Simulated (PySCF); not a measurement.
[AgF4]2-: Ag(II) (d9), charge -2. The structure is a PBE0-D3(BJ)/def2-TZVP, IEF-PCM water geometry optimised for multiplicity 2; coordination square planar, point group D4h, metal–donor distances 2.08 Å.

Method (PySCF 2.14, density fitting): CASSCF(9,5) with orbitals averaged over all microstates of the shell, strongly contracted NEVPT2 on the averaged canonical orbitals; basis x2c-TZVPall on the metal, x2c-SVPall elsewhere; spin-free X2C; IEF-PCM water; spin-orbit coupling by state interaction with the mean-field operator over all roots.

CASSCF energies above the lowest CASSCF root:

```csv
state,CASSCF / cm⁻¹
2B1g,0
2B2g,14358
2Eg,19106
2A1g,19536
```

**Question.** How does dynamic correlation (SC-NEVPT2) move these states?

**Answer.** 
| state | NEVPT2 / cm⁻¹ | shift / cm⁻¹ |
| --- | --- | --- |
| 2B1g | 0 | 0 |
| 2B2g | 18561 | +4203 |
| 2Eg | 23614 | +4509 |
| 2A1g | 24464 | +4928 |

These are spin-free levels; spin-orbit coupling mixes and splits them, by more than some of the gaps here.

No frequencies were computed for the optimised geometry. NEVPT2 lifts 2B2g from 14358 to 18561 cm⁻¹; on the d shell alone such lifts tend to overshoot.
